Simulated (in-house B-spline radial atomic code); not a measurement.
Configurations of the phosphorus ion P³⁺, with energies counted from [Ne] 3s2. Method: non-relativistic TPSSh, spin-polarised, spherical fractional occupations, exact exchange averaged over the configuration, point nucleus. Calculated with a radial B-spline atomic code at the basis-set limit. Shells without spins written out take the highest spin.

Occupations are held fixed; configurations that lie above the ionisation limit could autoionise.

```json
{"configuration": "[Ne] 3s1 3p1", "E - E(ref) (eV)": "8.1433", "highest orbital": "3p up", "its <r> (bohr)": "1.817"}
{"configuration": "[Ne] 3s1 4s1", "E - E(ref) (eV)": "27.544", "highest orbital": "4s up", "its <r> (bohr)": "3.568"}
{"configuration": "[Ne] 3s1 4f1", "E - E(ref) (eV)": "36.993", "highest orbital": "4f up", "its <r> (bohr)": "4.33"}
{"configuration": "[He] 2s2 2p5 3s2 3d1", "E - E(ref) (eV)": "151.53", "highest orbital": "3d up", "its <r> (bohr)": "1.93"}
{"configuration": "[He] 2s2 2p5 3s2 4s1", "E - E(ref) (eV)": "158.26", "highest orbital": "4s up", "its <r> (bohr)": "3.447"}
{"configuration": "[He] 2s1 2p6 3s2 4s1", "E - E(ref) (eV)": "207.21", "highest orbital": "4s up", "its <r> (bohr)": "3.45"}
```

Question: Order these further configurations by energy, lowest first.
A. [He] 2s2 2p5 3s2 3p1
B. [He] 2s1 2p6 3s2 4d1
C. [Ne] 3s1 3d1
D. [He] 2s2 2p5 3s2 4d1
E. [He] 2s1 2p6 3s2 4f1

Answer: C (22.258 eV), A (136.11 eV), D (166.15 eV), B (215.07 eV), E (217.45 eV).

Question: How far above the reference does [He] 2s2 2p5 3s2 4f1 lie?

Answer: 168.52 eV; its least bound orbital is 4f up with <r> = 4.289 bohr.
